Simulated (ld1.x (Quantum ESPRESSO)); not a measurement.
**Plane-wave convergence, TM potential for arsenic**

As (Z = 33), norm-conserving Troullier–Martins (Kleinman–Bylander form), made with ld1.x (Quantum ESPRESSO) 7.5 (PBE, scalar-relativistic). Core [Ar] 3d10, reference 4s2 4p2.5 (charge +0.5). Waves: 4s (bound): rc 1.25 bohr; 4p (bound): rc 1.35 bohr; 4d channel at -0.1 Ry: rc 1.30 bohr. Local part: all-electron potential smoothed inside 1.05 bohr (lloc = -1). Core correction: a·sin(br)/r model core, default radius (core density twice the valence density).

The pseudo-atom Hamiltonian at the reference potential is diagonalised in spherical Bessel functions j_l(qr) that vanish at 20 bohr, with q² up to the cutoff. All-electron valence levels (Ry): 4s -1.3774, 4p -0.6683.

**Question.** How do the lowest levels (Ry) of each channel move with the cutoff, and are there ghosts?

**Answer.**

```csv
cutoff (Ry),s #1,s #2,s #3,p #1,p #2,d #1,d #2,f #1,Σ f·Δε (mRy)
8,-1.2854,-0.1768,-0.0215,-0.6390,-0.0828,-0.0885,0.0080,0.0354,257.9
12,-1.3492,-0.1817,-0.0229,-0.6430,-0.0831,-0.1160,-0.0007,0.0354,120.4
21,-1.4709,-0.2136,-0.0735,-0.6513,-0.0838,-0.1956,-0.0136,0.0354,229.2
30,-2.7454,-1.3066,-0.1838,-0.6520,-0.0838,-0.2492,-0.0183,0.0354,183.0
40,-4.5141,-1.3670,-0.1853,-0.6564,-0.0845,-0.2751,-0.0201,0.0354,51.2
50,-5.1231,-1.3735,-0.1854,-0.6636,-0.0855,-0.2773,-0.0203,0.0354,20.2
70,-5.3314,-1.3743,-0.1856,-0.6678,-0.0862,-0.2829,-0.0206,0.0354,8.0
90,-5.3411,-1.3765,-0.1859,-0.6680,-0.0862,-0.3086,-0.0219,0.0354,3.3
110,-5.3424,-1.3770,-0.1860,-0.6682,-0.0862,-0.3628,-0.0243,0.0354,1.6
160,-5.3480,-1.3775,-0.1860,-0.6683,-0.0862,-1.1230,-0.0373,0.0354,0.5
200,-5.3483,-1.3775,-0.1860,-0.6683,-0.0862,-3.8699,-0.0497,0.0354,0.3
400,-5.3488,-1.3776,-0.1860,-0.6684,-0.0862,-6.9304,-0.0578,0.0354,0.0
```

Result: ghost states, extra bound levels that the all-electron valence spectrum of the same l lacks: d at -94.3 eV, s at -72.8 eV (a true bound ghost makes a file unfit for plane-wave use); 10 mRy is reached at 70 Ry and 1 mRy at 160 Ry.
